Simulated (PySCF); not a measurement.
**Radial density of Ir⁺ (iridium, charge +1)**

BHandHLYP, [Xe] 4f14 5d7 6s1, high-spin 5F determinant. Computed with PySCF 2.14 in aug-cc-pVDZ-PP with ECP60MDF (5s5p4d2f, 54 functions), with scalar relativity through the core potential. This is the valence pseudo-density: the core potential removes the inner electrons and smooths the orbitals near the nucleus.

| r (bohr) | 4πr²ρ (e/bohr) | 4πr²(ρα − ρβ) |
| --- | --- | --- |
| 0.127 | 4.998e-05 | 0.0000 |
| 0.213 | 0.0007675 | 0.0001 |
| 0.359 | 0.06601 | 0.0065 |
| 0.604 | 3.639 | 0.2820 |
| 1.02 | 14.14 | 1.8232 |
| 1.71 | 6.159 | 1.9988 |
| 2.87 | 1.149 | 0.6839 |
| 4.83 | 0.07287 | 0.0581 |
| 8.13 | 9.388e-05 | 0.0001 |
| 13.7 | 2.720e-05 | 0.0000 |

Energies and moments cover only the electrons outside the core potential. Spin-orbit coupling, absent here, splits the open shell strongly.
